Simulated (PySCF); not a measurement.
C$_{4}$H$_{9}$KO, singlet, geometry from GFN2-xTB (such geometries of metal compounds can be far from the true shape); B3LYP/STO-3G (PySCF).

Input for PySCF:
```python
from pyscf import gto, scf, dft

mol = gto.Mole()
mol.atom = '''
    K     1.42150951    1.48499079    0.73572327
    O    -0.31261562    0.24102951    0.76644815
    C    -0.61612927   -0.60075879   -0.24875327
    C     0.48404431   -1.66485134   -0.47729857
    C    -1.93081770   -1.35373098    0.08543984
    C    -0.83564189    0.14746532   -1.58549659
    H     0.19566226   -2.36992852   -1.25270589
    H     0.65150206   -2.20641898    0.45048608
    H     1.41971964   -1.17615587   -0.77285994
    H    -1.79500257   -1.90315599    1.01177710
    H    -2.20560725   -2.04063305   -0.71067068
    H    -2.72408869   -0.62724793    0.23158299
    H     0.09092361    0.64867127   -1.88870787
    H    -1.60956039    0.89868371   -1.44822660
    H    -1.14003719   -0.53562096   -2.37435093
'''
mol.basis = 'sto-3g'
mol.verbose = 4
mol.build()

mf = dft.RKS(mol)
mf.xc = 'b3lyp'
mf.kernel()
```

Question: Predict the main parts of the log of this PySCF run.

Answer: 
```
PySCF version 2.14.0

[INPUT] verbose = 4
[INPUT] num. atoms = 15
[INPUT] num. electrons = 60
[INPUT] charge = 0
[INPUT] spin (= nelec alpha-beta = 2S) = 0
[INPUT] symmetry False subgroup None
[INPUT] Mole.unit = angstrom
[INPUT] Symbol           X                Y                Z      unit          X                Y                Z       unit  Magmom
[INPUT]  1 K      1.421509510000   1.484990790000   0.735723270000 AA    2.686263657365   2.806225890602   1.390315483769 Bohr   0.0
[INPUT]  2 O     -0.312615620000   0.241029510000   0.766448150000 AA   -0.590757904061   0.455479761838   1.448377092180 Bohr   0.0
[INPUT]  3 C     -0.616129270000  -0.600758790000  -0.248753270000 AA   -1.164315577628  -1.135269580025  -0.470075552890 Bohr   0.0
[INPUT]  4 C      0.484044310000  -1.664851340000  -0.477298570000 AA    0.914711178054  -3.146113070715  -0.901963576947 Bohr   0.0
[INPUT]  5 C     -1.930817700000  -1.353730980000   0.085439840000 AA   -3.648716649463  -2.558180798539   0.161457897727 Bohr   0.0
[INPUT]  6 C     -0.835641890000   0.147465320000  -1.585496590000 AA   -1.579134310314   0.278669067671  -2.996154326532 Bohr   0.0
[INPUT]  7 H      0.195662260000  -2.369928520000  -1.252705890000 AA    0.369748084313  -4.478515837596  -2.367271046730 Bohr   0.0
[INPUT]  8 H      0.651502060000  -2.206418980000   0.450486080000 AA    1.231160462990  -4.169527588242   0.851295314129 Bohr   0.0
[INPUT]  9 H      1.419719640000  -1.176155870000  -0.772859940000 AA    2.682881293266  -2.222612474100  -1.460493619248 Bohr   0.0
[INPUT] 10 H     -1.795002570000  -1.903155990000   1.011777100000 AA   -3.392063250190  -3.596443593425   1.911981618107 Bohr   0.0
[INPUT] 11 H     -2.205607250000  -2.040633050000  -0.710670680000 AA   -4.167993640855  -3.856237585236  -1.342972949958 Bohr   0.0
[INPUT] 12 H     -2.724088690000  -0.627247930000   0.231582990000 AA   -5.147781563125  -1.185326799900   0.437628426208 Bohr   0.0
[INPUT] 13 H      0.090923610000   0.648671270000  -1.888707870000 AA    0.171820721157   1.225811045174  -3.569140603611 Bohr   0.0
[INPUT] 14 H     -1.609560390000   0.898683710000  -1.448226600000 AA   -3.041628318048   1.698266084508  -2.736751640310 Bohr   0.0
[INPUT] 15 H     -1.140037190000  -0.535620960000  -2.374350930000 AA   -2.154358060919  -1.012176920977  -4.486872981306 Bohr   0.0

nuclear repulsion = 317.443481795207
number of shells = 31
number of NR pGTOs = 141
number of NR cGTOs = 47
basis = sto-3g
ecp = {}

******** <class 'pyscf.dft.rks.RKS'> ********
method = RKS
initial guess = minao
damping factor = 0
level_shift factor = 0
DIIS = <class 'pyscf.scf.diis.CDIIS'>
diis_start_cycle = 1
diis_space = 8
diis_damp = 0
SCF conv_tol = 1e-09
SCF conv_tol_grad = None
SCF max_cycles = 50
direct_scf = True
direct_scf_tol = 1e-13
XC library pyscf.dft.libxc version 7.1.2
    S. Lehtola, C. Steigemann, M. J. T. Oliveira, and M. A. L. Marques,  SoftwareX 7, 1–5 (2018)
XC functionals = b3lyp
    P. J. Stephens, F. J. Devlin, C. F. Chabalowski, and M. J. Frisch,  J. Phys. Chem. 98, 11623 (1994)
radial grids:
    Treutler-Ahlrichs [JCP 102, 346 (1995); DOI:10.1063/1.469408] (M4) radial grids

becke partition: Becke, JCP 88, 2547 (1988); DOI:10.1063/1.454033
pruning grids: <function nwchem_prune>
grids dens level: 3
symmetrized grids: False
atomic radii adjust function: <function treutler_atomic_radii_adjust>
small_rho_cutoff = 0
Set gradient conv threshold to 3.16228e-05
Initial guess from minao.
tot grids = 178872
init E= -823.926588199885
  HOMO = -0.341652629881143  LUMO = -0.0601311461247518  gap/eV = 7.66059
cycle= 1 E= -823.647798547903  delta_E= 0.279  |g|= 0.702  |ddm|= 4.57
  HOMO = 0.194880200457867  LUMO = 0.205444045099999  gap/eV = 0.28746
cycle= 2 E= -819.123886885414  delta_E= 4.52  |g|= 2.94  |ddm|= 5.74
  HOMO = -0.0185418129791862  LUMO = 0.0866876973056051  gap/eV = 2.86344
cycle= 3 E= -823.872027030346  delta_E= -4.75  |g|= 0.198  |ddm|= 5.37
  HOMO = -0.00279797097076762  LUMO = 0.0592705145389902  gap/eV = 1.68897
cycle= 4 E= -823.872537042521  delta_E= -0.00051  |g|= 0.207  |ddm|= 0.973
  HOMO = -0.0284364432845821  LUMO = 0.0556761919614956  gap/eV = 2.28882
cycle= 5 E= -823.888626101324  delta_E= -0.0161  |g|= 0.0562  |ddm|= 0.307
  HOMO = -0.0385661377840508  LUMO = 0.0579080860187555  gap/eV = 2.62520
cycle= 6 E= -823.889994079786  delta_E= -0.00137  |g|= 0.00999  |ddm|= 0.151
  HOMO = -0.0385036797581835  LUMO = 0.0568847127080803  gap/eV = 2.59565
cycle= 7 E= -823.890022900917  delta_E= -2.88e-05  |g|= 0.0048  |ddm|= 0.013
  HOMO = -0.0380055889767484  LUMO = 0.0567536521707133  gap/eV = 2.57853
cycle= 8 E= -823.890031884215  delta_E= -8.98e-06  |g|= 0.00132  |ddm|= 0.00781
  HOMO = -0.0377749286900716  LUMO = 0.0567464287211658  gap/eV = 2.57206
cycle= 9 E= -823.890032652987  delta_E= -7.69e-07  |g|= 0.000108  |ddm|= 0.00287
  HOMO = -0.0377641974729771  LUMO = 0.0567478926161118  gap/eV = 2.57180
cycle= 10 E= -823.890032657256  delta_E= -4.27e-09  |g|= 2.77e-05  |ddm|= 0.000161
  HOMO = -0.0377610211454633  LUMO = 0.0567468430770938  gap/eV = 2.57169
cycle= 11 E= -823.890032657604  delta_E= -3.48e-10  |g|= 4.43e-06  |ddm|= 6.01e-05
  HOMO = -0.0377582030217986  LUMO = 0.0567469606009925  gap/eV = 2.57162
Extra cycle  E= -823.890032657535  delta_E= 6.87e-11  |g|= 1.3e-05  |ddm|= 3.93e-05
converged SCF energy = -823.890032657535
```
